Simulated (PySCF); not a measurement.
ZrF3, SMILES [F][Zr+]([F])[F], charge +1, multiplicity 1. Atoms are numbered in the order given.

```xyz
4

Zr     0.0000     0.0000     0.2412
F      1.5142     0.8743    -0.3574
F      0.0000    -1.7485    -0.3574
F     -1.5142     0.8743    -0.3574
```
Charge +1, spin multiplicity 1.

The structure is a stationary point at B3LYP-D3(BJ)/def2-TZVP. The spin state was assumed, not searched. The isomer is the one that the SMILES or the coordinates give; other isomers of the formula were not compared. The def2 effective core potentials stand for the cores of Zr; spin–orbit coupling is left out.

Calculation: PBE/def2-TZVPD (PySCF).

Gas-phase values at a fixed geometry.

Computed frontier levels, gap, dipole moment and polarisability:
```yaml
highest_occupied_level: -16.24 eV
lowest_empty_level: -10.45 eV
orbital_gap: 5.79 eV
dipole_moment_about_the_centre_of_nuclear_charge: 4.42 D
mean_static_polarisability: 29.4 bohr³ (4.35 Å³)
polarisability_principal_values: 20.4, 33.9, 33.9 bohr³
```
